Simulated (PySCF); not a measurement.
Species: C5H5OS2 (charge +1).
Atom-mapped SMILES: `[CH2:1]=[CH:2][O:3][c:4]1[cH:5][s:6][cH+:7][s:8]1`

Structure used (GFN2-xTB), in Å, numbered top down from 1:
```xyz
13
C5H5OS2 angstrom
C     -2.1313    1.7381    1.1945
C     -1.2765    1.1622    0.3709
O     -0.4304    0.1695    0.8342
C      0.4271   -0.4448    0.0678
C      1.2703   -1.4165    0.5373
S      2.3365   -2.1369   -0.5768
C      1.8233   -1.2388   -1.8881
S      0.6011   -0.1031   -1.6560
H     -2.1912    1.4515    2.2299
H     -2.7908    2.5104    0.8467
H     -1.1762    1.4146   -0.6779
H      1.2806   -1.7339    1.5650
H      2.2533   -1.3717   -2.8653
```

NICS is the negative of the GIAO shielding at a point without a nucleus: at the ring centre (0) and 1 Å above and below it (1); zz is the component along the ring normal. Level: GIAO PBE0/pcSseg-1 (PySCF, non-relativistic, gas phase) on the GFN2-xTB geometry, one conformer.

Ring bond lengths (Å), with Mayer bond orders in brackets: C4–C5 1.370 (1.50), C5–S6 1.702 (1.20), S6–C7 1.670 (1.37), C7–S8 1.685 (1.28), S8–C4 1.766 (1.09).

Task: Give the NICS values of each ring in ppm.

Result: 
| ring | type | NICS(0) | NICS(1), two faces | NICS(1)zz, two faces | rms pucker (Å) | centre to ring atoms, mean (Å) |
| --- | --- | --- | --- | --- | --- | --- |
| C4–C5–S6–C7–S8 | 5-membered ring with 2 S; formal bonds all aromatic | -12.5 | -11.0 / -11.0 | -23.6 / -23.6 | 0.00 | 1.39 |

Task: What do they say, and how far can they be read as aromaticity?

Result: 
- C4–C5–S6–C7–S8: mean NICS(1)zz -23.6 ppm, shielded. The ring is flat and has no four-coordinate atom; by the NICS criterion it is aromatic.

Task: And the bond-length index? HOMA = 1 − mean of α(R − Ropt)² over the ring bonds, with Krygowski's 1993 parameters (CC: Ropt 1.388 Å, α 257.7 Å⁻²; CS: Ropt 1.677 Å, α 94.09 Å⁻²).

Result: 
- C4–C5–S6–C7–S8: HOMA 0.82; the largest term is that of S8–C4, α(R − Ropt)² = 0.74. The geometric and the magnetic index point the same way.

Task: What is the mean of the two in-plane components of NICS at the first NICS(1) probe listed for ring C4–C5–S6–C7–S8, 1 Å off the ring?

Result: The isotropic value is a third of the trace: (3 × -11.0 − (-23.6))/2 = -4.7 ppm.

Task: List the ring angles and the Hirshfeld charges of the ring atoms.

Result: 
- C4–C5–S6–C7–S8: C4 114.3° (+0.099 e), C5 117.5° (-0.064 e), S6 95.4° (+0.341 e), C7 118.5° (-0.018 e), S8 94.3° (+0.282 e); sum 540.0° against 540° for a flat convex ring.

Hardware: an Arm Neoverse N1 with one thread, shared host. Cost: 42 s of wall time, 0.80 GiB resident at most. This is the whole shielding run at PBE0/pcSseg-1, SCF included.
